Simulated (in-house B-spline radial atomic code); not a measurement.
A fraction x of an electron is removed from 4f in Er2+, starting from [Xe] 4f12 and keeping the highest spin. Method: scalar-relativistic (X2C) AM05, spin-polarised, spherical fractional occupations, Fermi nucleus of rms radius 5.2516 fm. Calculated with an all-electron radial atomic-structure program (B-spline basis).

| x | E(x) - E(0) (eV) | 4f down level (eV) |
| --- | --- | --- |
| 0 | 0.0000 | -16.687 |
| 0.12 | 2.1181 | -18.624 |
| 0.19 | 3.4621 | -19.777 |
| 0.27 | 5.0976 | -21.115 |
| 0.47 | 9.6620 | -24.550 |
| 0.5 | 10.4064 | -25.076 |
| 0.56 | 11.9427 | -26.136 |
| 0.73 | 16.6448 | -29.196 |
| 0.76 | 17.5289 | -29.744 |
| 0.96 | 23.8478 | -33.463 |
| 1 | 25.2015 | -34.220 |

The exact functional would give a straight line between the two integer points. Deviations E(x) - E(0) - x[E(1) - E(0)], in eV: -0.906 at x = 0.12, -1.326 at x = 0.19, -1.707 at x = 0.27, -2.183 at x = 0.47, -2.194 at x = 0.5, -2.17 at x = 0.56, -1.752 at x = 0.73, -1.624 at x = 0.76, -0.346 at x = 0.96.

The curve lies below the straight line by up to 2.194 eV (at x = 0.5): convex, the delocalisation error that favours fractional charges.

Task: How well does Slater's transition state (minus the level at half occupation) give the ionisation energy?

Result: It gives 25.076 eV against 25.201 eV from the two total energies; NIST lists 22.70 eV, ground level to ground level.
